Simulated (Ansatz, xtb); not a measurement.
**Relative energy of two isomers of C4H7FO3**

Structure X: `COC(=O)O[C@H](C)F`, a singlet. Structure Y: `CO[C@](C)(F)C(=O)O`, a singlet. Both are isolated molecules in the gas phase, relaxed with r2SCAN-D4/def2-SVP; the shapes shown needn't be the lowest conformers.

X (Å):

```xyz
15

C     1.4827    0.9202   -2.6577
C    -0.3233    0.7130   -1.2126
C    -2.2896    0.4880    0.0352
C    -3.4216   -0.4928    0.1395
F    -2.7860    1.7633   -0.0739
O     0.1543    0.4484   -2.4261
O     0.2541    1.2925   -0.3293
O    -1.5708    0.1991   -1.1461
H     1.5316    2.0126   -2.5373
H     2.1882    0.4543   -1.9537
H     1.7252    0.6362   -3.6881
H    -1.5981    0.4788    0.8937
H    -4.0467   -0.4252   -0.7624
H    -3.0331   -1.5167    0.2317
H    -4.0332   -0.2577    1.0214
```

Y (Å):

```
atom    x (Å)    y (Å)    z (Å)
   C  -0.7024  -1.4522   0.0638
   C   0.4347   0.5182  -0.5989
   C   1.7433   0.9731  -1.2079
   C  -0.7556   1.0859  -1.4043
   F   0.3393   1.0437   0.6905
   O   0.4309  -0.8492  -0.5515
   O  -1.3596   0.4717  -2.2472
   O  -0.9834   2.3732  -1.1056
   H  -0.8349  -1.0784   1.0917
   H  -1.6184  -1.2767  -0.5231
   H  -0.4968  -2.5295   0.0941
   H   2.5596   0.5614  -0.5977
   H   1.8306   0.5904  -2.2341
   H   1.7945   2.0697  -1.2090
   H  -1.7019   2.6668  -1.6943
```

Quicker runs give these differences E(Y) − E(X): GFN2-xTB +71.9 kJ/mol; HF/STO-3G +68.8 kJ/mol (at GFN2-xTB geometries); r2SCAN-D4/def2-SVP//GFN2-xTB +29.1 kJ/mol.

Estimate E(Y) − E(X) at the level CCSD(T)/def2-SVP + ΔMP2/def2-TZVPP.

Calculated at CCSD(T)/def2-SVP + ΔMP2/def2-TZVPP: E(Y) − E(X) = +24.5 kJ/mol, so structure X lies lower.

Level by level:

```tsv
level	geometry	E(Y) − E(X) (kJ/mol)	departure from the last row (kJ/mol)	job, with rough time for the two
GFN2-xTB	GFN2-xTB	+71.9	+47.4	optimisation, 0.26 s
HF/STO-3G	GFN2-xTB	+68.8	+44.3	single point, 0.42 s
r2SCAN-D4/def2-SVP//GFN2-xTB	GFN2-xTB	+29.1	+4.6	single point, 3.9 s
r2SCAN-D4/def2-SVP	r2SCAN-D4/def2-SVP	+28.9	+4.4	optimisation, 58 s
HF/def2-SVP	r2SCAN-D4/def2-SVP	+47.9	+23.4	part of the CCSD(T) run
MP2/def2-SVP	r2SCAN-D4/def2-SVP	+24.6	+0.1	part of the CCSD(T) run
CCSD(T)/def2-SVP	r2SCAN-D4/def2-SVP	+25.6	+1.1	single point
CCSD(T)/def2-SVP + ΔMP2/def2-TZVPP	r2SCAN-D4/def2-SVP	+24.5		single point, 2 min
```

As drawn, Y has 1 C–C, 1 O–H in place of 1 C–O, 1 C–H.

None of the levels shown reverses the order. The largest departure from CCSD(T)/def2-SVP + ΔMP2/def2-TZVPP is that of GFN2-xTB, 47.4 kJ/mol. The last row adds to CCSD(T) the change of the MP2 difference between the two basis sets, here −1.1 kJ/mol.

With thermal terms from frequencies at re-optimised GFN2-xTB minima (ideal gas, soft modes damped towards free rotors, one conformer each, 298.15 K, 1 atm): the zero-point term adds −2.6 kJ/mol; ΔH is +21.7 and ΔG +24.7 kJ/mol.

The correlated steps freeze 8 core orbitals. Codes used: Ansatz 0.2.0, xtb 6.7.1; the last row on 4 threads of Arm Neoverse V1 on a shared host.
